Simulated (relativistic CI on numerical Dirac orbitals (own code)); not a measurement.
# Forbidden lines of Au XLI

Calculated at this level of theory: Dirac-Coulomb-Breit CI, KLI orbitals optimised for each configuration, model QED (radiative potential, 1s self-energy scaled to tabulated hydrogen-like ionisation energies), unscaled Slater integrals (own radial code, finite nucleus).

CI space (outside the closed core [Ar] 3d10): 4s2.4p6.4d3, 4s2.4p6.4d2.4f, 4s2.4p5.4d4, 4s.4p6.4d4, 4s.4p6.4d3.4f, 4s2.4p6.4d2.5s, 4s2.4p6.4d.4f.5s, 4s2.4p6.4d2.5p, 4s2.4p6.4d2.5d, 4s2.4p5.4d3.5s, 4s2.4p6.4d.4f2, 4s2.4p6.4f3, 4s.4p6.4d.4f3, 4s2.4p6.4f2.5s, 4s2.4p6.4f2.5p, 4s2.4p6.4d.5s2, 4s2.4p6.4f.5s2, 4s.4p6.4d.4f.5s2, 4s2.4p6.5s2.5p. Double excitations out of closed p, d and f shells are left out; levels of such configurations are missing from the list, as are those of other unlisted configurations, and high levels can miss mixing partners. These lack a partner that the ground configuration has and come out too high: 4s2.4p6.4d2.5d, 4s2.4p5.4d3.5s.

```csv
λ vac (nm),Lower,Upper,Type,A (s⁻¹),log gf
5.6475,4s2.4p6.4d3 2H_11/2 [13],4s2.4p6.4d2.4f 2K°_15/2 [146],M2,1.86e+04,-6.85
6.2664,4s2.4p6.4d3 2H_11/2 [13],4s2.4p5.4d4 2K°_15/2 [95],M2,4.58e+03,-7.36
27.770,4s2.4p6.4d3 4F_5/2 [2],4s2.4p6.4d3 2D_3/2 [16],M1,3.63e+04,-5.78
29.482,4s2.4p6.4d3 4P_3/2 [3],4s2.4p6.4d3 2D_3/2 [16],M1,2.00e+04,-5.98
32.189,4s2.4p6.4d3 4F_7/2 [8],4s2.4p6.4d3 2D_5/2 [19],M1,6.62e+04,-5.21
33.484,4s2.4p6.4d3 4F_3/2 [1],4s2.4p6.4d3 2D_5/2 [7],M1,1.34e+04,-5.87
33.715,4s2.4p6.4d3 4F_5/2 [2],4s2.4p6.4d3 2F_7/2 [15],M1,6.48e+03,-6.05
34.391,4s2.4p6.4d3 4F_5/2 [2],4s2.4p6.4d3 2D_5/2 [14],M1,4.97e+03,-6.28
35.664,4s2.4p6.4d3 4P_3/2 [10],4s2.4p6.4d3 2D_5/2 [19],M1,1.24e+05,-4.85
37.994,4s2.4p6.4d3 2D_5/2 [12],4s2.4p6.4d3 2D_5/2 [19],M1,1.06e+05,-4.86
38.242,4s2.4p6.4d3 4F_5/2 [2],4s2.4p6.4d3 2D_5/2 [12],M1,1.76e+04,-5.63
38.645,4s2.4p6.4d3 2G_7/2 [4],4s2.4p6.4d3 2F_7/2 [15],M1,3.43e+04,-5.21
39.146,4s2.4p6.4d3 2H_9/2 [6],4s2.4p6.4d3 2F_7/2 [15],M1,2.99e+04,-5.26
39.536,4s2.4p6.4d3 2G_7/2 [4],4s2.4p6.4d3 2D_5/2 [14],M1,5.20e+04,-5.14
40.934,4s2.4p6.4d3 4F_5/2 [2],4s2.4p6.4d3 4P_3/2 [10],M1,8.84e+04,-5.05
40.937,4s2.4p6.4d3 4P_3/2 [10],4s2.4p6.4d3 2D_3/2 [18],M1,1.27e+05,-4.89
41.228,4s2.4p6.4d3 2D_5/2 [7],4s2.4p6.4d3 2D_3/2 [16],M1,1.08e+05,-4.96
41.567,4s2.4p6.4d3 4P_3/2 [3],4s2.4p6.4d3 2D_5/2 [12],M1,1.10e+05,-4.77
42.696,4s2.4p6.4d3 4P_3/2 [3],4s2.4p6.4d3 2P_1/2 [11],M1,1.16e+04,-6.20
42.750,4s2.4p6.4d3 2D_5/2 [14],4s2.4p6.4d3 2D_5/2 [19],M1,6.82e+04,-4.95
42.838,4s2.4p6.4d3 2P_1/2 [11],4s2.4p6.4d3 2D_3/2 [18],M1,8.06e+04,-5.05
43.615,4s2.4p6.4d3 4F_7/2 [8],4s2.4p6.4d3 2G_9/2 [17],M1,1.82e+05,-4.29
43.842,4s2.4p6.4d3 2F_7/2 [15],4s2.4p6.4d3 2D_5/2 [19],M1,4.09e+04,-5.15
43.872,4s2.4p6.4d3 2H_9/2 [6],4s2.4p6.4d3 2H_11/2 [13],M1,6.43e+04,-4.65
44.038,4s2.4p6.4d3 2D_5/2 [12],4s2.4p6.4d3 2D_3/2 [18],M1,1.13e+05,-4.88
44.168,4s2.4p5.4d4 4H°_13/2 [44],4s2.4p5.4d4 2K°_15/2 [95],M1,6.34e+04,-4.53
44.711,4s2.4p6.4d3 2G_7/2 [4],4s2.4p6.4d3 2D_5/2 [12],M1,7.66e+03,-5.86
44.767,4s2.4p6.4d3 4P_3/2 [3],4s2.4p6.4d3 4P_3/2 [10],M1,1.94e+05,-4.63
45.328,4s2.4p6.4d3 4F_3/2 [1],4s2.4p6.4d3 4P_1/2 [5],M1,4.34e+04,-5.57
46.379,4s2.4p6.4d3 4P_1/2 [5],4s2.4p6.4d3 2P_1/2 [11],M1,1.95e+05,-4.90
46.723,4s2.4p6.4d3 4F_5/2 [2],4s2.4p6.4d3 4F_7/2 [8],M1,2.18e+05,-4.24
47.354,4s2.4p6.4d3 4F_9/2 [9],4s2.4p6.4d3 2G_9/2 [17],M1,1.28e+05,-4.37
48.187,4s2.4p5.4d4 4I°_15/2 [50],4s2.4p5.4d4 2K°_15/2 [95],M1,6.73e+04,-4.43
48.833,4s2.4p6.4d3 4P_1/2 [5],4s2.4p6.4d3 4P_3/2 [10],M1,3.33e+04,-5.32
49.501,4s2.4p6.4d3 4F_3/2 [1],4s2.4p6.4d3 4P_3/2 [3],M1,1.15e+05,-4.77
51.469,4s2.4p6.4d3 2G_7/2 [4],4s2.4p6.4d3 4F_9/2 [9],M1,5.80e+04,-4.64
52.361,4s2.4p6.4d3 2H_9/2 [6],4s2.4p6.4d3 4F_9/2 [9],M1,9.74e+04,-4.40
55.219,4s2.4p6.4d3 4F_3/2 [1],4s2.4p6.4d3 4F_5/2 [2],M1,1.44e+05,-4.40
55.850,4s2.4p6.4d3 2D_5/2 [7],4s2.4p6.4d3 2F_7/2 [15],M1,1.07e+04,-5.40
56.757,4s2.4p6.4d3 2G_7/2 [4],4s2.4p6.4d3 4F_7/2 [8],M1,4.97e+04,-4.72
57.398,4s2.4p6.4d3 2H_11/2 [13],4s2.4p6.4d3 2G_9/2 [17],M1,1.06e+04,-5.28
57.730,4s2.4p6.4d3 2D_5/2 [7],4s2.4p6.4d3 2D_5/2 [14],M1,4.46e+04,-4.87
59.034,4s2.4p5.4d4 2I°_13/2 [58],4s2.4p5.4d4 2K°_15/2 [95],M1,1.06e+04,-5.05
60.758,4s2.4p6.4d3 2D_3/2 [16],4s2.4p6.4d3 2D_5/2 [19],M1,1.79e+04,-5.23
69.472,4s2.4p6.4d3 2D_5/2 [7],4s2.4p6.4d3 2D_5/2 [12],M1,2.86e+04,-4.91
```

Terms are leading LS components. Brackets give the number of a level in order of energy, since labels repeat. The list gives strong lines, with weight on those to low levels, among the lowest 200 of 2172 levels, so that lines to higher ones, which can be the strongest, are missing. Levels whose partners in the same complex of configurations lie outside the list can be far off, and so can their lines. Rates are taken at the computed energies, electric ones in the length gauge.

At this charge energies of transitions that change n are usually good to better than 1 %, and those within a shell (Δn = 0) to a few per cent. Terms inside the open d or f shell come out 10 to 20 % too wide with unscaled integrals.

LS names give the leading component of a level, which can be under half, so a name can repeat, a term be missing and a line seem to break the LS rules.
